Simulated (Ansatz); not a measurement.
Start from `N[Si@H]1O[C@H]1Cl` and change one atom or group (the configuration at a centre changes too) to get `O[Si@@H]1O[C@@H]1Cl`.

Ansatz, PBE0-D4/def2-TZVP geometries, multiplicity 1. Each molecule was computed in one conformer, which needn't be the lowest.

| property | `N[Si@H]1O[C@H]1Cl` |
| --- | --- |
| size of the dipole moment (B3LYP/def2-TZVPP) / D | 3.36 |
| LUMO energy (PBE0/def2-TZVPP) / eV | 0.11 |
| HOMO energy (PBE/def2-TZVPP) / eV | -5.78 |
| HOMO–LUMO gap (ωB97M-V/def2-TZVPP) / eV | 11.17 |
| LUMO energy (PBE/def2-TZVPP) / eV | -0.78 |
| HOMO–LUMO gap (B3LYP/def2-TZVPP) / eV | 6.75 |

(1) Give the same properties after the change, and the shifts. (An estimate is asked.)

Results:

(1) The calculation gave: 
```json
{"property": "size of the dipole moment (B3LYP/def2-TZVPP) / D", "`O[Si@@H]1O[C@@H]1Cl`": "1.63", "shift": "-1.73"}
{"property": "LUMO energy (PBE0/def2-TZVPP) / eV", "`O[Si@@H]1O[C@@H]1Cl`": "-0.16", "shift": "-0.27"}
{"property": "HOMO energy (PBE/def2-TZVPP) / eV", "`O[Si@@H]1O[C@@H]1Cl`": "-6.19", "shift": "-0.41"}
{"property": "HOMO–LUMO gap (ωB97M-V/def2-TZVPP) / eV", "`O[Si@@H]1O[C@@H]1Cl`": "11.38", "shift": "0.21"}
{"property": "LUMO energy (PBE/def2-TZVPP) / eV", "`O[Si@@H]1O[C@@H]1Cl`": "-1.06", "shift": "-0.28"}
{"property": "HOMO–LUMO gap (B3LYP/def2-TZVPP) / eV", "`O[Si@@H]1O[C@@H]1Cl`": "6.89", "shift": "0.14"}
```

With PBE0 the HOMO falls by 0.42 eV and the LUMO falls by 0.27 eV, so the gap widens by about 0.15 eV. PBE moves the HOMO by -0.41 eV and ωB97M-V by -0.41 eV. The zero-point energy changes by -30.3 kJ/mol with -3 modes. Dipoles are sizes alone; their direction can turn.

Positive LUMOs are unbound, so they and the gaps depend on the basis.

B3LYP here is the variant with VWN-RPA as its local correlation; programs differ in this.
